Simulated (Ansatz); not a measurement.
Relaxation of `Cc1cc(-c2sc(-c3sc(-c4sc(C#C[Si](C)(C)C)cc4C)cc3C)cc2C)sc1C#C[Si](C)(C)C` with RKS r2SCAN-D4/def2-SVP.

```sh
$ ansatz run in.yaml --threads 2 --pin off --events-out ev --progress --plain --max-ram 32768MiB --backend cuda --devices 0, --max-vram 18GiB
```

```yaml
crystal:
  periodic: [false, false, false]
  atoms:
    - {symbol: C, position_ang: [7.809550, 1.594760, 0.838540]}
    - {symbol: C, position_ang: [6.401120, 1.216590, 0.518000]}
    - {symbol: C, position_ang: [5.322170, 2.113460, 0.497210]}
    - {symbol: C, position_ang: [4.122370, 1.541510, 0.143060]}
    - {symbol: C, position_ang: [2.854380, 2.183960, -0.012850]}
    - {symbol: S, position_ang: [1.367530, 1.306130, 0.238640]}
    - {symbol: C, position_ang: [0.414730, 2.722360, -0.106440]}
    - {symbol: C, position_ang: [-1.012870, 2.711720, -0.041260]}
    - {symbol: S, position_ang: [-1.915670, 1.241760, -0.300480]}
    - {symbol: C, position_ang: [-3.430600, 2.081060, -0.114630]}
    - {symbol: C, position_ang: [-4.690840, 1.415600, -0.242500]}
    - {symbol: S, position_ang: [-4.851940, -0.270420, 0.172640]}
    - {symbol: C, position_ang: [-6.554110, -0.231420, -0.188390]}
    - {symbol: C, position_ang: [-7.385220, -1.336590, -0.008080]}
    - {symbol: C, position_ang: [-8.143530, -2.265970, 0.165250]}
    - {symbol: Si, position_ang: [-9.367670, -3.633400, 0.440430]}
    - {symbol: C, position_ang: [-11.113440, -2.900870, 0.205620]}
    - {symbol: C, position_ang: [-9.041200, -5.005930, -0.840140]}
    - {symbol: C, position_ang: [-9.155160, -4.288350, 2.217450]}
    - {symbol: C, position_ang: [-6.938550, 1.012330, -0.620960]}
    - {symbol: C, position_ang: [-5.895000, 1.952110, -0.657230]}
    - {symbol: C, position_ang: [-6.107330, 3.353360, -1.127630]}
    - {symbol: C, position_ang: [-3.210790, 3.408060, 0.158940]}
    - {symbol: C, position_ang: [-1.856770, 3.775680, 0.209640]}
    - {symbol: C, position_ang: [-1.430730, 5.165910, 0.547980]}
    - {symbol: C, position_ang: [1.231460, 3.782280, -0.417440]}
    - {symbol: C, position_ang: [2.605120, 3.494100, -0.369170]}
    - {symbol: C, position_ang: [3.643310, 4.509710, -0.718620]}
    - {symbol: S, position_ang: [4.311720, -0.163980, -0.155150]}
    - {symbol: C, position_ang: [6.019230, -0.064630, 0.178290]}
    - {symbol: C, position_ang: [6.869360, -1.163920, 0.069370]}
    - {symbol: C, position_ang: [7.664060, -2.074790, -0.025360]}
    - {symbol: Si, position_ang: [8.940680, -3.407210, -0.211650]}
    - {symbol: C, position_ang: [10.487850, -2.855690, 0.759840]}
    - {symbol: C, position_ang: [8.242400, -5.033750, 0.493260]}
    - {symbol: C, position_ang: [9.361090, -3.592420, -2.062910]}
    - {symbol: H, position_ang: [7.844280, 2.584660, 1.286720]}
    - {symbol: H, position_ang: [8.410710, 1.602560, -0.070990]}
    - {symbol: H, position_ang: [8.254580, 0.872760, 1.520640]}
    - {symbol: H, position_ang: [5.421410, 3.145710, 0.776930]}
    - {symbol: H, position_ang: [-11.884360, -3.650100, 0.362740]}
    - {symbol: H, position_ang: [-11.240360, -2.504210, -0.797300]}
    - {symbol: H, position_ang: [-11.296960, -2.089200, 0.903430]}
    - {symbol: H, position_ang: [-9.722530, -5.841430, -0.708020]}
    - {symbol: H, position_ang: [-9.166810, -4.635830, -1.853230]}
    - {symbol: H, position_ang: [-8.029180, -5.389500, -0.755180]}
    - {symbol: H, position_ang: [-9.342600, -3.507040, 2.947730]}
    - {symbol: H, position_ang: [-8.147670, -4.656250, 2.384790]}
    - {symbol: H, position_ang: [-9.841980, -5.104030, 2.424510]}
    - {symbol: H, position_ang: [-7.952640, 1.234730, -0.904990]}
    - {symbol: H, position_ang: [-6.961160, 3.388920, -1.800790]}
    - {symbol: H, position_ang: [-5.228100, 3.727060, -1.648070]}
    - {symbol: H, position_ang: [-6.316600, 4.013610, -0.285100]}
    - {symbol: H, position_ang: [-4.001320, 4.104580, 0.365820]}
    - {symbol: H, position_ang: [-0.518080, 5.158010, 1.139880]}
    - {symbol: H, position_ang: [-2.217030, 5.661040, 1.112970]}
    - {symbol: H, position_ang: [-1.252960, 5.746420, -0.357600]}
    - {symbol: H, position_ang: [0.857870, 4.741160, -0.723260]}
    - {symbol: H, position_ang: [3.213220, 5.269210, -1.368040]}
    - {symbol: H, position_ang: [4.483870, 4.042610, -1.227770]}
    - {symbol: H, position_ang: [4.016720, 5.006720, 0.177750]}
    - {symbol: H, position_ang: [10.264460, -2.722750, 1.814340]}
    - {symbol: H, position_ang: [10.868980, -1.910470, 0.384210]}
    - {symbol: H, position_ang: [11.287980, -3.586530, 0.682360]}
    - {symbol: H, position_ang: [7.327860, -5.319820, -0.017320]}
    - {symbol: H, position_ang: [8.010230, -4.934010, 1.549310]}
    - {symbol: H, position_ang: [8.948660, -5.852530, 0.387690]}
    - {symbol: H, position_ang: [9.763110, -2.669070, -2.469350]}
    - {symbol: H, position_ang: [8.479620, -3.848060, -2.642950]}
    - {symbol: H, position_ang: [10.100070, -4.372050, -2.225160]}
basis:
  gaussian: {orbitals: def2-SVP, fitting: {mean_field: def2-universal-jkfit}}
hamiltonian: {xc: r2scan, dispersion: d4}
scf: {lower_state_search: "off"}
output: {orbitals: {seedname: orbitals}}
relax: {f_tol: 0.03, max_steps: 70}
```

It took 2.2 min on 2 threads of AMD EPYC 7R13 on a shared host and a share (18 GiB) of an NVIDIA H100 80GB HBM3, peak host memory 1.2 GiB.

Positions (Å) and forces (eV/Å) at steps 1, 2, 3 of 19:

```xyz
70
step=1 energy=-90697.8462 eV
C     7.810    1.595    0.839   -0.401   -0.128   -0.079
C     6.401    1.217    0.518    0.438    0.472    0.151
C     5.322    2.113    0.497    0.220   -0.018    0.031
C     4.122    1.542    0.143   -0.442   -0.396   -0.147
C     2.854    2.184   -0.013   -0.117   -0.492    0.085
S     1.368    1.306    0.239   -0.035   -0.049    0.157
C     0.415    2.722   -0.106   -0.192   -0.480    0.084
C    -1.013    2.712   -0.041    0.143   -0.530   -0.027
S    -1.916    1.242   -0.300   -0.018   -0.067   -0.172
C    -3.431    2.081   -0.115    0.031   -0.506   -0.041
C    -4.691    1.416   -0.242    0.381   -0.461    0.177
S    -4.852   -0.270    0.173    0.026    0.011    0.088
C    -6.554   -0.231   -0.188    0.126   -0.528    0.125
C    -7.385   -1.337   -0.008    0.945    0.972   -0.175
C    -8.144   -2.266    0.165   -1.411   -1.703    0.313
Si   -9.368   -3.633    0.440   -0.111   -0.066    0.007
C   -11.113   -2.901    0.206    0.839   -0.341    0.106
C    -9.041   -5.006   -0.840   -0.158    0.641    0.626
C    -9.155   -4.288    2.217   -0.089    0.300   -0.857
C    -6.939    1.012   -0.621    0.127    0.297   -0.024
C    -5.895    1.952   -0.657   -0.355    0.464   -0.248
C    -6.107    3.353   -1.128    0.090   -0.351    0.130
C    -3.211    3.408    0.159    0.136    0.133   -0.044
C    -1.857    3.776    0.210   -0.061    0.588    0.118
C    -1.431    5.166    0.548   -0.083   -0.384   -0.102
C     1.231    3.782   -0.417    0.180    0.078    0.027
C     2.605    3.494   -0.369    0.228    0.541   -0.137
C     3.643    4.510   -0.719   -0.251   -0.299    0.099
S     4.312   -0.164   -0.155   -0.043    0.018   -0.095
C     6.019   -0.065    0.178   -0.195   -0.546   -0.089
C     6.869   -1.164    0.069   -1.002    1.039    0.129
C     7.664   -2.075   -0.025    1.482   -1.699   -0.198
Si    8.941   -3.407   -0.212    0.140   -0.066    0.002
C    10.488   -2.856    0.760   -0.748   -0.268   -0.453
C     8.242   -5.034    0.493    0.330    0.780   -0.341
C     9.361   -3.592   -2.063   -0.215    0.075    0.888
H     7.844    2.585    1.287    0.089    0.365    0.178
H     8.411    1.603   -0.071    0.314    0.022   -0.308
H     8.255    0.873    1.521    0.243   -0.240    0.257
H     5.421    3.146    0.777    0.025    0.595    0.135
H   -11.884   -3.650    0.363   -0.344   -0.447    0.095
H   -11.240   -2.504   -0.797   -0.007    0.187   -0.528
H   -11.297   -2.089    0.903   -0.030    0.404    0.382
H    -9.723   -5.841   -0.708   -0.392   -0.412    0.126
H    -9.167   -4.636   -1.853   -0.070    0.255   -0.492
H    -8.029   -5.389   -0.755    0.539   -0.164    0.087
H    -9.343   -3.507    2.948   -0.102    0.449    0.324
H    -8.148   -4.656    2.385    0.544   -0.180    0.030
H    -9.842   -5.104    2.425   -0.390   -0.426    0.037
H    -7.953    1.235   -0.905   -0.544    0.092   -0.141
H    -6.961    3.389   -1.801   -0.311    0.089   -0.253
H    -5.228    3.727   -1.648    0.305    0.232   -0.202
H    -6.317    4.014   -0.285   -0.075    0.369    0.258
H    -4.001    4.105    0.366   -0.493    0.369    0.123
H    -0.518    5.158    1.140    0.368    0.105    0.216
H    -2.217    5.661    1.113   -0.262    0.258    0.220
H    -1.253    5.746   -0.358    0.134    0.340   -0.300
H     0.858    4.741   -0.723   -0.246    0.543   -0.169
H     3.213    5.269   -1.368   -0.108    0.319   -0.237
H     4.484    4.043   -1.228    0.379   -0.092   -0.186
H     4.017    5.007    0.178    0.231    0.248    0.287
H    10.264   -2.723    1.814   -0.174    0.052    0.524
H    10.869   -1.910    0.384    0.145    0.481   -0.234
H    11.288   -3.587    0.682    0.374   -0.425   -0.084
H     7.328   -5.320   -0.017   -0.470   -0.105   -0.294
H     8.010   -4.934    1.549   -0.111    0.114    0.536
H     8.949   -5.853    0.388    0.420   -0.371   -0.096
H     9.763   -2.669   -2.469    0.187    0.503   -0.143
H     8.480   -3.848   -2.643   -0.489   -0.132   -0.253
H    10.100   -4.372   -2.225    0.389   -0.426   -0.011
70
step=2 energy=-90698.1556 eV
C     7.851    1.589    0.838   -0.168   -0.045   -0.032
C     6.438    1.221    0.507    0.136    0.242    0.122
C     5.355    2.126    0.484    0.148   -0.014    0.057
C     4.141    1.556    0.131   -0.091   -0.140   -0.141
C     2.867    2.210   -0.010   -0.077   -0.138    0.168
S     1.372    1.357    0.303    0.006   -0.060   -0.110
C     0.413    2.759   -0.094   -0.020   -0.107    0.154
C    -1.024    2.748   -0.044    0.012   -0.172   -0.170
S    -1.935    1.292   -0.372    0.015   -0.038    0.134
C    -3.456    2.109   -0.121    0.045   -0.106   -0.172
C    -4.722    1.434   -0.237    0.109   -0.187    0.144
S    -4.892   -0.244    0.216    0.096    0.003   -0.069
C    -6.590   -0.236   -0.179   -0.054   -0.150    0.149
C    -7.412   -1.359   -0.002    0.012   -0.065    0.041
C    -8.172   -2.311    0.170   -0.071   -0.114   -0.003
Si   -9.381   -3.679    0.440   -0.046   -0.032    0.012
C   -11.112   -2.952    0.207    0.309   -0.138    0.042
C    -9.054   -5.043   -0.825   -0.054    0.250    0.221
C    -9.164   -4.331    2.200   -0.036    0.122   -0.311
C    -6.982    1.020   -0.608    0.073    0.164   -0.093
C    -5.938    1.972   -0.654   -0.211    0.166   -0.111
C    -6.146    3.377   -1.131    0.017   -0.160    0.045
C    -3.236    3.450    0.141    0.067    0.073    0.080
C    -1.875    3.825    0.194   -0.052    0.230    0.098
C    -1.441    5.219    0.533   -0.062   -0.165   -0.017
C     1.240    3.828   -0.396    0.104    0.035   -0.064
C     2.622    3.536   -0.354    0.074    0.216   -0.105
C     3.669    4.548   -0.707   -0.121   -0.117    0.019
S     4.343   -0.143   -0.206   -0.082   -0.018    0.083
C     6.046   -0.073    0.174   -0.016   -0.195   -0.164
C     6.890   -1.185    0.068   -0.006   -0.043   -0.004
C     7.691   -2.116   -0.026    0.084   -0.106   -0.011
Si    8.957   -3.446   -0.208    0.047   -0.038   -0.008
C    10.490   -2.902    0.757   -0.280   -0.105   -0.173
C     8.258   -5.057    0.488    0.119    0.296   -0.114
C     9.367   -3.635   -2.044   -0.072    0.035    0.332
H     7.898    2.585    1.292    0.034    0.099    0.053
H     8.472    1.595   -0.069    0.093    0.005   -0.084
H     8.297    0.861    1.528    0.068   -0.071    0.072
H     5.457    3.171    0.763   -0.003    0.144    0.050
H   -11.883   -3.719    0.365   -0.101   -0.100    0.018
H   -11.232   -2.550   -0.807   -0.019    0.047   -0.120
H   -11.290   -2.136    0.919   -0.024    0.094    0.084
H    -9.751   -5.881   -0.688   -0.091   -0.108    0.019
H    -9.175   -4.660   -1.847   -0.009    0.034   -0.129
H    -8.031   -5.429   -0.728    0.123   -0.055    0.008
H    -9.350   -3.534    2.932   -0.019    0.089    0.097
H    -8.145   -4.704    2.358    0.123   -0.051    0.021
H    -9.865   -5.152    2.402   -0.091   -0.109    0.026
H    -8.008    1.237   -0.898   -0.142    0.011   -0.045
H    -7.008    3.422   -1.807   -0.094    0.033   -0.073
H    -5.264    3.754   -1.663    0.086    0.056   -0.059
H    -6.349    4.062   -0.294   -0.018    0.101    0.069
H    -4.039    4.147    0.360   -0.133    0.079    0.044
H    -0.526    5.217    1.138    0.100    0.028    0.065
H    -2.231    5.730    1.096   -0.072    0.086    0.060
H    -1.244    5.814   -0.371    0.041    0.090   -0.086
H     0.861    4.796   -0.708   -0.067    0.128   -0.058
H     3.241    5.323   -1.354   -0.021    0.099   -0.066
H     4.514    4.083   -1.231    0.102   -0.026   -0.054
H     4.067    5.049    0.188    0.067    0.066    0.082
H    10.256   -2.768    1.821   -0.023    0.015    0.127
H    10.871   -1.947    0.370    0.051    0.112   -0.042
H    11.292   -3.648    0.673    0.103   -0.097   -0.010
H     7.338   -5.343   -0.039   -0.110   -0.042   -0.061
H     8.018   -4.947    1.553   -0.035    0.001    0.128
H     8.982   -5.876    0.381    0.094   -0.105   -0.014
H     9.766   -2.696   -2.449    0.047    0.108   -0.058
H     8.471   -3.898   -2.621   -0.106   -0.035   -0.071
H    10.118   -4.421   -2.198    0.098   -0.103   -0.022
70
step=3 energy=-90698.1789 eV
C     7.864    1.580    0.858   -0.010   -0.006   -0.019
C     6.450    1.224    0.517   -0.007    0.052   -0.050
C     5.366    2.133    0.500    0.044    0.007   -0.033
C     4.148    1.571    0.126   -0.014   -0.051    0.113
C     2.873    2.233   -0.017   -0.036   -0.029   -0.079
S     1.371    1.374    0.251    0.027    0.068    0.115
C     0.412    2.790   -0.099    0.018   -0.017   -0.129
C    -1.029    2.781   -0.041   -0.028   -0.047    0.092
S    -1.941    1.312   -0.317   -0.006    0.087   -0.139
C    -3.468    2.136   -0.118    0.033   -0.001    0.150
C    -4.735    1.454   -0.236    0.027   -0.071   -0.045
S    -4.892   -0.232    0.191   -0.012    0.085    0.124
C    -6.604   -0.227   -0.156   -0.045   -0.036   -0.203
C    -7.413   -1.363    0.015   -0.070   -0.102    0.059
C    -8.165   -2.326    0.179    0.149    0.159   -0.050
Si   -9.366   -3.699    0.441   -0.025   -0.010    0.015
C   -11.091   -2.987    0.210    0.012   -0.003    0.001
C    -9.040   -5.057   -0.817    0.019    0.024   -0.001
C    -9.153   -4.353    2.190    0.006    0.009   -0.008
C    -6.996    1.024   -0.622    0.016    0.050    0.085
C    -5.957    1.985   -0.668   -0.056   -0.006   -0.025
C    -6.167    3.387   -1.159    0.011   -0.006    0.032
C    -3.248    3.475    0.179    0.011    0.020   -0.059
C    -1.884    3.857    0.225   -0.025    0.018   -0.007
C    -1.449    5.250    0.572    0.008   -0.016   -0.029
C     1.245    3.853   -0.432    0.009    0.016    0.056
C     2.630    3.560   -0.385   -0.008    0.026    0.003
C     3.683    4.566   -0.745   -0.004   -0.014    0.023
S     4.337   -0.137   -0.176    0.033    0.060   -0.138
C     6.054   -0.068    0.151    0.003   -0.038    0.155
C     6.890   -1.191    0.052    0.081   -0.102   -0.028
C     7.685   -2.131   -0.035   -0.149    0.161    0.020
Si    8.943   -3.463   -0.208    0.021   -0.012   -0.010
C    10.471   -2.930    0.751   -0.017    0.002   -0.004
C     8.249   -5.065    0.485   -0.015    0.021    0.003
C     9.357   -3.659   -2.033   -0.005    0.001    0.011
H     7.920    2.572    1.332   -0.003   -0.032   -0.013
H     8.495    1.600   -0.048   -0.014    0.002    0.029
H     8.310    0.837    1.539   -0.016    0.014   -0.016
H     5.468    3.180    0.796   -0.014   -0.031   -0.033
H   -11.860   -3.764    0.364    0.020    0.037   -0.009
H   -11.214   -2.579   -0.807   -0.017   -0.011    0.042
H   -11.277   -2.171    0.929   -0.015   -0.030   -0.035
H    -9.747   -5.893   -0.680    0.032    0.025   -0.014
H    -9.155   -4.672   -1.844    0.011   -0.040    0.028
H    -8.016   -5.451   -0.714   -0.041   -0.005   -0.021
H    -9.336   -3.554    2.929    0.013   -0.048   -0.010
H    -8.130   -4.733    2.347   -0.042    0.005    0.015
H    -9.861   -5.176    2.388    0.033    0.026    0.008
H    -8.026    1.230   -0.925    0.037   -0.013    0.033
H    -7.032    3.430   -1.837    0.017   -0.004    0.017
H    -5.283    3.764   -1.697   -0.009   -0.011    0.013
H    -6.369    4.088   -0.329    0.004   -0.021   -0.029
H    -4.058    4.168    0.416    0.014   -0.034   -0.042
H    -0.529    5.249    1.176   -0.009   -0.007   -0.011
H    -2.238    5.766    1.140    0.018   -0.014   -0.016
H    -1.248    5.856   -0.330   -0.006   -0.015    0.028
H     0.864    4.823   -0.759   -0.005   -0.026    0.038
H     3.260    5.346   -1.397    0.010   -0.019    0.016
H     4.531    4.097   -1.269   -0.015    0.001    0.011
H     4.089    5.074    0.148   -0.010   -0.012   -0.027
H    10.237   -2.793    1.820    0.030   -0.001   -0.033
H    10.861   -1.974    0.362    0.004   -0.037    0.030
H    11.271   -3.686    0.667   -0.023    0.034    0.011
H     7.330   -5.359   -0.050    0.033   -0.011    0.032
H     7.999   -4.955    1.554    0.002   -0.030   -0.040
H     8.982   -5.884    0.384   -0.037    0.020    0.011
H     9.754   -2.717   -2.445   -0.013   -0.048   -0.007
H     8.459   -3.932   -2.612    0.044    0.006    0.003
H    10.115   -4.448   -2.180   -0.028    0.030   -0.011
```

Single mean-field runs in def2-SVP are fitted with def2-universal-jkfit.
